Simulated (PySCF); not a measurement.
C₇H₉N.
Atom-mapped SMILES: `[H]/[N:5]=[C:4](\[CH2:3][CH:2]=[CH2:1])[C:6]1=[CH:7][CH2:8]1` (hydrogens: H9, H10 on C1; H11 on C2; H12, H13 on C3; H14 on N5; H15 on C7; H16, H17 on C8)

Method: PBE0-D3(BJ)/def2-SVP geometry optimisation, gas phase in PySCF 2.14.0; density fitting, grid level 1; the optimiser is geomeTRIC in internal coordinates, started from a GFN2-xTB structure.

Geometry at step 1:
```
atom  x, y, z in Å
C1     -3.2462    0.2381    0.7804
C2     -2.3745   -0.0508   -0.1866
C3     -1.0006    0.5212   -0.3019
C4      0.0961   -0.4335    0.1439
N5     -0.0694   -1.4587    0.8849
C6      1.4406   -0.0998   -0.2992
C7      2.2547    0.6688   -0.9661
C8      2.8816   -0.4801   -0.2340
H9     -3.0092    0.9699    1.5614
H10    -4.2296   -0.2384    0.8281
H11    -2.6504   -0.7982   -0.9437
H12    -0.7886    0.8186   -1.3443
H13    -0.9091    1.4415    0.3035
H14    -1.0709   -1.5533    1.1026
H15     2.4374    1.5326   -1.6057
H16     3.4534   -0.2971    0.6905
H17     3.2353   -1.3592   -0.7977
```

**Question.** What forces act on the atoms?

**Answer.** 
| atom | Fx (eV/Å) | Fy (eV/Å) | Fz (eV/Å) |
| --- | --- | --- | --- |
| C1 | -0.031 | 0.046 | 0.066 |
| C2 | -0.009 | -0.136 | -0.061 |
| C3 | 0.048 | 0.136 | -0.108 |
| C4 | 0.048 | -0.086 | 0.099 |
| N5 | -0.081 | 0.012 | -0.096 |
| C6 | -0.136 | 0.017 | 0.048 |
| C7 | 0.066 | 0.127 | -0.096 |
| C8 | 0.092 | -0.078 | 0.006 |
| H9 | -0.008 | -0.021 | -0.022 |
| H10 | 0.019 | 0.021 | -0.016 |
| H11 | 0.012 | 0.037 | 0.040 |
| H12 | -0.026 | 0.011 | 0.053 |
| H13 | 0.012 | -0.038 | -0.020 |
| H14 | 0.080 | 0.000 | 0.048 |
| H15 | -0.040 | -0.082 | 0.061 |
| H16 | -0.030 | 0.000 | -0.032 |
| H17 | -0.015 | 0.035 | 0.030 |

The largest, 0.18 eV/Å, acts on C3; the rms over all components is 0.062 eV/Å. The forces sum to zero within rounding, as they must for an isolated molecule in no field.

**Question.** Give the force on C3 in Eh/bohr and in nN.

**Answer.** 0.180 eV/Å ÷ 51.422 = 0.00350 Eh/bohr, and 0.180 eV/Å × 1.602 = 0.29 nN.

**Question.** How far is this geometry from the end of the optimisation?

**Answer.** 0.002 eV above it, and 0.024 Å rms away after alignment. The bonds farthest from their final lengths, with half the difference of the two atoms' forces along the bond (positive lengthens):

| bond | now (Å) | final (Å) | force along bond (eV/Å) |
| --- | --- | --- | --- |
| C7–H15 | 1.090 | 1.087 | -0.14 |
| C6–C8 | 1.492 | 1.494 | +0.12 |
| N5–H14 | 1.029 | 1.027 | -0.06 |
| C2–H11 | 1.099 | 1.097 | -0.10 |
| C3–H12 | 1.105 | 1.103 | -0.10 |
| C8–H17 | 1.103 | 1.101 | -0.07 |

The angle farthest from its final value is C4–N5–H14, 108.8° against 109.4°.

The cost below is that of the whole optimisation. Time: 51 s; peak memory 0.71 GiB. Hardware: one thread, Arm Neoverse V2 (aarch64), on a shared host.
